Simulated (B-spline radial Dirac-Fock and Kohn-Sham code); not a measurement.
# Pb⁺ in Watson spheres of different radius

The computed values come from an atomic code on a B-spline grid: ΔSCF Dirac-Fock with Breit, self-energy and vacuum polarisation, finite nucleus, configuration average. The ion, [Xe] 4f14 5d10 6s2 6p1, sits in a hollow sphere of charge Q = -1, a simple model of the Madelung potential. Inside the sphere an electron's potential energy is raised by the constant 14.40·|Q|/R eV, so binding energies fall by about that much as long as the orbitals stay inside.

```tsv
radius (Å)	14.40 |Q|/R (eV)	1s (eV)	2s (eV)	2p1/2 (eV)	2p3/2 (eV)	3s (eV)	3p1/2 (eV)	3p3/2 (eV)	3d3/2 (eV)	3d5/2 (eV)	4s (eV)	4p1/2 (eV)	4p3/2 (eV)	4d3/2 (eV)	4d5/2 (eV)	4f5/2 (eV)	4f7/2 (eV)	5s (eV)	5p1/2 (eV)	5p3/2 (eV)	5d3/2 (eV)	5d5/2 (eV)	6s (eV)	6p (eV)
1.6	9.00	88006.9	15874.8	15206.7	13042.2	3865.4	3566.9	3078.9	2594.2	2492.1	906.9	777.4	657.2	446.3	423.9	148.7	143.8	161.7	115.8	93.66	27.93	25.37	13.54	5.46
2.4	6.00	88009.2	15877.0	15208.9	13044.5	3867.6	3569.1	3081.2	2596.4	2494.4	909.2	779.7	659.4	448.6	426.2	150.9	146.1	164.0	118.1	95.94	30.23	27.68	15.87	7.32
```

From the smallest to the largest radius 1s moves by +2.2 eV, while the constant potential alone would give +3.0 eV; the difference comes from charge outside the sphere and its screening.
